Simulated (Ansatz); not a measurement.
`Cl[Si](Cl)(Cl)[SnH3]` + HCl → `Cl[Si](Cl)(Cl)Cl` + `[SnH4]` at 400 K and 1 bar (cleavage of the Si–Sn bond).

Calculated with Ansatz (gas phase, PBE0-D4/def2-TZVP geometries, no zero-point term in ΔE). CBS: MP2 limit from def2 TZ/QZ plus the TZ coupled-cluster correction, frozen cores. This one scheme is used for every species. def2 core potentials past Kr. For Sn outer-core shells are correlated without core-valence functions, which leaves a few kJ/mol of doubt a bond.

| species | CCSD(T)/CBS energy (Eh) | H − E (kJ/mol) | S (J/(mol·K)) |
| --- | --- | --- | --- |
| `Cl[Si](Cl)(Cl)[SnH3]` | -1884.38755 | 108.2 | 443.3 |
| HCl | -460.38127 | 29.6 | 195.4 |
| `Cl[Si](Cl)(Cl)Cl` | -2128.39959 | 48.4 | 359.3 |
| `[SnH4]` | -216.39156 | 85.2 | 244.6 |

H − E and S are ideal-gas, rigid-rotor, harmonic terms from PBE0-D4/def2-TZVP. 1 Eh = 2625.50 kJ/mol, R = 8.31446 J/(mol·K).

Task: By hand: ΔE, ΔH, ΔS and ΔG.

Result: ΔE = (-2128.39959) + (-216.39156) − (-1884.38755) − (-460.38127) = -0.02233 Eh = -58.6 kJ/mol. Δ(H − E) = 48.4 + 85.2 − 108.2 − 29.6 = -4.2, so ΔH = -62.8 kJ/mol. ΔS = 359.3 + 244.6 − 443.3 − 195.4 = -34.8 J/(mol·K). ΔG = -62.8 − 400 × (-34.8)/1000 = -48.9 kJ/mol.

Task: By hand: the equilibrium constant, and the temperature at which ΔG would vanish if ΔH and ΔS stayed fixed.

Result: log₁₀ K = −ΔG/(RT ln 10) = 6.4. ΔG = 0 at ΔH/ΔS = 1805 K.

ΔH outweighs TΔS. A doubt of 5 kJ/mol in ΔE shifts log₁₀ K by 0.7 here. These are equilibria of isolated gas molecules and say nothing of rates. Largest T1 diagnostic: 0.013 (customary marks: 0.02 for closed shells, 0.045 for open ones).
